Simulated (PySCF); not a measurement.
# HAsO + F₂ → AsOF + HF

Level: PBE0 in the def2-TZVP basis family, all electrons, no relativity, computed in PySCF with density fitting; open shells unrestricted.

| species | state and structure | ZPE (kJ/mol) | H(298 K) − H(0) (kJ/mol) | S° (J/(mol K)) |
| --- | --- | --- | --- | --- |
| HAsO | singlet, Cs, As–H 1.570 Å, As–O 1.622 Å; H–As–O 101.6° | 23.0 | 10.2 | 248.2 |
| F₂ | singlet, D∞h, F–F 1.376 Å | 6.6 | 8.7 | 201.9 |
| AsOF | singlet, Cs, As–F 1.744 Å, As–O 1.597 Å; F–As–O 105.7° | 12.3 | 11.4 | 272.2 |
| HF | singlet, C∞v, H–F 0.920 Å | 24.9 | 8.7 | 173.6 |

Task: Is the gas-phase reaction uphill or downhill in electronic energy at this level, and by how much?

Result: At PBE0/def2-TZVP, ΔE = -628.7 kJ/mol, downhill. 

Task: Add zero-point, thermal and entropy terms for 298.15 K and 1 bar.

Result: ΔZPE = 7.6 and Δ[H(298) − H(0)] = 1.2 kJ/mol give ΔH° = -619.9 kJ/mol. ΔS° = -4.3 J/(mol K), so ΔG° = -619.9 − 298.15 × (-0.0043) = -619 kJ/mol.

The structures come from searches over a few start shapes, so lower isomers are not excluded.
